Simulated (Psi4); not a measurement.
Process, species as SMILES: BN (BH2-NH2) → B[NH-] + H+
B3LYP-D3(BJ)/def2-TZVP geometries, fixed; electronic energies without zero-point terms.
Largest species:
```
B
N 1 1.3876
H 2 1.0069 1 123.31
H 2 1.0069 3 113.37 1 180.00
H 1 1.1928 2 119.04 3 0.00
H 1 1.1928 5 121.92 2 180.00
```
Charge 0, spin multiplicity 1.

The deprotonation energy at MP2 with Psi4, in kcal/mol, split into its Hartree-Fock and correlation parts. Density fitting with the program's default auxiliary sets. Cores are frozen. The proton leaves the site shown, which need not be the most acidic. No added dispersion term, no relativity. Functions are those of the species that has most. These sets lack the diffuse functions that anions need.

| basis | X | functions | Hartree-Fock | MP2 |
|---|---|---|---|---|
| cc-pVDZ | 2 | 48 | 404.08 | 395.50 |
| cc-pVTZ | 3 | 116 | 401.39 | 390.99 |
| cc-pVQZ | 4 | 230 | 399.80 | 388.50 |

Worked estimate of the basis-set limit from each neighbouring pair, with Hartree-Fock from the larger set and the correlation part extrapolated as X^-3.
Correlation parts: X = 2: -8.58, X = 3: -10.40, X = 4: -11.30.
- (2,3): (27·(-10.40) - 8·(-8.58))/19 = -11.17; with Hartree-Fock 401.39 the estimate is 390.22 kcal/mol.
- (3,4): (64·(-11.30) - 27·(-10.40))/37 = -11.96; with Hartree-Fock 399.80 the estimate is 387.84 kcal/mol.
The last two estimates differ by 2.38 kcal/mol; the largest set lies 0.66 from the last. Over the last step Hartree-Fock moves by -1.59 and the correlation part by -0.90.
